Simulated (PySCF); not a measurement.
Excitations are Tamm–Dancoff values on a coarser integration grid. The basis has no diffuse functions, so Rydberg states are missing or too high.

**C$_{2}$H$_{7}$In, SMILES `[CH3][InH][CH3]` (charge 0, multiplicity 1)**

Computed with TPSSh-D3(BJ)/def2-TZVP // B3LYP-D3(BJ)/def2-TZVP (PySCF).

The HOMO comes out as -6.51 eV and the dipole moment is 0.59 D. The LUMO is -1.49 eV and the HOMO–LUMO gap is 5.01 eV. The S1 excitation (TDA) is 4.48 eV, the S1 oscillator strength is 0.000 and the brightest of the four lowest singlets (TDA) is 6.39 eV. The T1 excitation (TDA) is 4.26 eV, the S1–T1 gap (TDA) is 0.22 eV and the total energy is -7361.04 eV. The cost is around 3 core-minutes (rough).

Bonds (Å): C1–In2 2.179, C1–H4 1.090, C1–H5 1.089, C1–H6 1.092, In2–C3 2.180, In2–H7 1.743, C3–H8 1.089, C3–H9 1.091, C3–H10 1.091. Angles (°): In2–C1–H4 110.6, In2–C1–H5 111.4, In2–C1–H6 108.9, H4–C1–H5 109.5, H4–C1–H6 108.1, H5–C1–H6 108.3, C1–In2–C3 120.2, C1–In2–H7 120.3, C3–In2–H7 119.5, In2–C3–H8 111.2, In2–C3–H9 109.8, In2–C3–H10 110.0, H8–C3–H9 108.9, H8–C3–H10 109.1, H9–C3–H10 107.7.
